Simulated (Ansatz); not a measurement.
An input meant for B5N4H16⁻, a cluster cut from zinc blende BN (hydrogen-capped) (charge -1, singlet).

```yaml
crystal:
  periodic: [false, false, false]
  atoms:
    - {symbol: N, position_ang: [-0.893843, -0.896248, 0.650647]}
    - {symbol: N, position_ang: [1.116013, -1.109333, -0.928833]}
    - {symbol: N, position_ang: [-1.113703, 1.107499, -0.931979]}
    - {symbol: N, position_ang: [0.892498, 0.897262, 0.651123]}
    - {symbol: B, position_ang: [-1.928865, -0.030262, -0.150888]}
    - {symbol: B, position_ang: [-0.024520, -1.926793, -0.153365]}
    - {symbol: B, position_ang: [-0.000377, -0.000069, 1.616307]}
    - {symbol: B, position_ang: [1.928642, 0.032032, -0.149626]}
    - {symbol: B, position_ang: [0.022848, 1.927077, -0.153565]}
    - {symbol: H, position_ang: [-1.463173, -1.469207, 1.275503]}
    - {symbol: H, position_ang: [0.738300, -0.730210, -1.798975]}
    - {symbol: H, position_ang: [1.804311, -1.795102, -1.240552]}
    - {symbol: H, position_ang: [-1.800436, 1.791937, -1.250003]}
    - {symbol: H, position_ang: [-0.731607, 0.724488, -1.798557]}
    - {symbol: H, position_ang: [1.461034, 1.470631, 1.276327]}
    - {symbol: H, position_ang: [-2.538359, -0.702379, -0.994233]}
    - {symbol: H, position_ang: [-2.702047, 0.544330, 0.616385]}
    - {symbol: H, position_ang: [-0.693905, -2.532794, -1.001357]}
    - {symbol: H, position_ang: [0.547821, -2.703334, 0.612314]}
    - {symbol: H, position_ang: [0.723499, -0.721218, 2.307839]}
    - {symbol: H, position_ang: [-0.723597, 0.720118, 2.309479]}
    - {symbol: H, position_ang: [2.703882, -0.539116, 0.618198]}
    - {symbol: H, position_ang: [2.535922, 0.703789, -0.994833]}
    - {symbol: H, position_ang: [-0.553319, 2.701148, 0.611686]}
    - {symbol: H, position_ang: [0.693001, 2.535762, -0.999040]}
basis:
  gaussian: {orbitals: def2-mTZVP, final_grid: {core_spheres: 1, valence_spheres: 1, degree: 5}}
total_charge: -1
hamiltonian: {xc: {name: PBE}}
```

```sh
$ ansatz run in.yaml --threads 2 --pin off --events-out ev --progress --plain --max-ram 32768MiB --backend cuda --devices 0, --max-vram 18GiB
```

Shortened log:

```
Functional definition: PBE
2126 factors; their error is unknown
mean field evaluation 1: about -9582.9618 eV, gradient 8.6e1 eV
mean field evaluation 2: about -9532.3923 eV, gradient 1.7e2 eV
mean field evaluation 4: about -9599.0948 eV, gradient 8.1e0 eV
mean field evaluation 8: about -9512.7580 eV, gradient 2.4e2 eV
mean field evaluation 16: about -9548.2866 eV, gradient 9.2e0 eV
mean field evaluation 32: about -9552.9130 eV, gradient 6.9e0 eV
mean field evaluation 64: about -9551.7961 eV, gradient 1.2e0 eV
mean field evaluation 96: about -9553.3063 eV, gradient 2.9e0 eV
a density is far from that of the atoms, so the factors are made again for it
2269 factors; integrals over basis functions are off by at most 9.6e-4 eV
mean field evaluation 128: about -9552.7039 eV, gradient 1.3e0 eV
mean field evaluation 160: about -9552.5629 eV, gradient 5.6e0 eV
mean field evaluation 192: about -9552.8390 eV, gradient 7.3e0 eV
mean field evaluation 224: about -9549.5896 eV, gradient 2.6e1 eV
mean field evaluation 256: about -9552.2309 eV, gradient 4.2e0 eV
mean field -9553.35752343 eV, -351.0794134879 hartree, gradient 9.5e-6 eV, S^2 0.000000; 17 other end points of the search recorded, 0 dependent functions left out
reference -9553.35777333 eV, -351.0794226715 hartree; 35, 35 occupied and 184, 184 virtual orbitals, 2269 factors
Total energy: -9553.35777333 eV, -351.0794226715 hartree
```

In this input the integration grid is far too coarse. The run converged. The result belongs to that input, not to the species as meant.

The highest occupied level of an anion often lies above zero with these methods, and sets without diffuse functions describe the outer electron poorly.
